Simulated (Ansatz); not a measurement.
Start from `C[N](C)[Ga]([NH2])[SH]` and change one atom or group to get `C[N](C)[Ga]([OH])[SH]`.

Ansatz, PBE0-D4/def2-TZVP geometries, multiplicity 1. Each molecule was computed in one conformer, which needn't be the lowest.

Scalar relativity is left out up to krypton.

```
                                          property  `C[N](C)[Ga]([NH2])[SH]`
             HOMO energy (ωB97M-V/def2-TZVPP) / eV                     -8.42
size of the dipole moment (ωB97M-V/def2-TZVPP) / D                      1.88
    size of the dipole moment (PBE/def2-TZVPP) / D                      1.88
                 LUMO energy (PBE/def2-TZVPP) / eV                     -0.92
               HOMO–LUMO gap (PBE/def2-TZVPP) / eV                      3.95
                HOMO energy (PBE0/def2-TZVPP) / eV                     -6.14
```

(1) What does the change do to each property? (Estimate.)

## Answers

(1) The calculation gave: 
```tsv
property	`C[N](C)[Ga]([OH])[SH]`	shift
HOMO energy (ωB97M-V/def2-TZVPP) / eV	-8.72	-0.30
size of the dipole moment (ωB97M-V/def2-TZVPP) / D	2.24	0.36
size of the dipole moment (PBE/def2-TZVPP) / D	2.20	0.32
LUMO energy (PBE/def2-TZVPP) / eV	-1.29	-0.37
HOMO–LUMO gap (PBE/def2-TZVPP) / eV	3.87	-0.08
HOMO energy (PBE0/def2-TZVPP) / eV	-6.43	-0.29
```

Dipoles are sizes alone; their direction can turn.
